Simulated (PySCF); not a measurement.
# NMR data sheet: C3H10F2N2Si

| Property | Result |
| --- | --- |
| Formula | C3H10F2N2Si |
| SMILES | CN(C)[Si@@H](N)C(F)F |
| InChI | InChI=1S/C3H10F2N2Si/c1-7(2)8(6)3(4)5/h3,8H,6H2,1-2H3/t8-/m1/s1 |
| Point group of the computed structure | C1 |
| Degrees of unsaturation | 0 |
| Carbon signals | 2 |
| Proton signals | 4 |

Atom-mapped SMILES (the numbers label the heavy atoms): `[CH3:1][N:2]([CH3:3])[Si@@H:4]([NH2:5])[CH:6]([F:7])[F:8]`. Each H is labelled by its parent atom.

Level of theory: shielding tensors at PBE0/pcSseg-1 (GIAO), coordinates at the GFN2-xTB level, in PySCF 2.14 (fast rotation and ring inversion assumed for equivalent nuclei, non-relativistic Hamiltonian, one conformer, isolated molecule).

References, each an isolated molecule treated in the same way: TMS for 1H (31.72 ppm), 13C (186.93 ppm), 29Si (349.16 ppm); 19F (170.95 ppm) against CFCl3; 15N (267.73 ppm) against NH3.

```tsv
carbon	δC, type	δH (multiplicity)	HMBC from (2–3 bonds)	span of the C tensor (ppm)
C1/C3	40.3, CH3	2.72 (s)	H(Si4), H(C1)/H(C3)	62
C6	126.3, CH	6.23 (m)	H(Si4)	36
```

Other nuclei:
```
 atoms  nucleus                             environment  δ (ppm)  σ (ppm)
H(Si4)       1H  hydrogen on a silicon bonded to C, 2 N     4.95    26.77
 H(N5)       1H     hydrogen on a nitrogen bonded to Si     0.78    30.93
    F8      19F                 fluorine of a CF2 group   -161.6    332.6
    F7      19F                 fluorine of a CF2 group   -162.5    333.4
   Si4     29Si             silicon bonded to C, 2 N, H    -36.0    385.1
    N2      15N              nitrogen bonded to 2 C, Si     33.8    234.0
    N5      15N              nitrogen bonded to Si, 2 H     18.4    249.4
```

- Carbon types of the structure: 1 × CH, 2 × CH3, leaving 3 H on heteroatoms.
- δC 126.3: sp3 CH bonded to 2 F and Si; 2 electronegative neighbours deshield it.
- δC 40.3: methyl carbon bonded to N; the inductive effect lowers its shielding.
- δH 6.23: hydrogen on an sp3 CH bonded to 2 F and Si; its carbon carries F, an electronegative neighbour.
- δH 2.72: hydrogen on a methyl carbon bonded to N; its carbon carries N, which withdraws density.
- δH 0.78: hydrogen on a nitrogen bonded to Si; exchangeable; this is the value without hydrogen bonding to other molecules.

The OH or NH signal is concentration- and solvent-dependent in practice; the value given is the gas-phase one. Splittings by 19F in the carbon and heteronuclear signals aren't shown, as no couplings were computed. Shifts are as computed. Against solution values, carbons near 30 ppm lie about +3 ppm off and those near 130 ppm about +5 ppm. Of 1211 compounds with measured shifts, 218 miss one by over three times the rms of a fit or turn the order of signals round; such compounds aren't used in these exercises. Unscaled 19F shifts against computed CFCl3 carry errors that often reach 10 to 50 ppm. Experimental scales use liquid or dissolved standards, which lie at an offset from isolated NH3 (liquid NH3: subtract about 20 ppm). No couplings were computed; multiplicities are counted from neighbouring protons, with m where these are inequivalent, close in shift, in a saturated or five-membered ring or joined by F or P, and br s for small geminal =CH2 splittings.
